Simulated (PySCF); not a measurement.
## Ne²⁺: ionisation energy

Ne²⁺ [He] 2s2 2p4 (3P) → Ne³⁺ [He] 2s2 2p3 (4S), as a difference of total energies. All numbers are calculated (PySCF 2.14, scalar relativity by spin-free X2C-1e, in aug-cc-pVDZ-DK (4s3p2d, 23 functions)). Correlated levels: valence: 1s2 frozen. The calculations carry no spin-orbit coupling.

```tsv
method	ionisation energy (eV)
UHF	61.693
PBE	63.874
B3LYP	64.039
SCS-MP2 (valence)	62.448
CCSD(T) (valence)	62.469
```

Problem. Estimate what CCSD (valence) gives.

Solution. 62.455 eV, closest to SCS-MP2 (valence) among the rows shown.

Problem. Estimate what MP2 (valence) gives.

Solution. 62.450 eV, closest to SCS-MP2 (valence) among the rows shown.

Errors of the correlated levels include the incompleteness of this basis and the frozen core.

For comparison: 63.423 eV (measured; NIST Atomic Spectra Database, ionization energies).
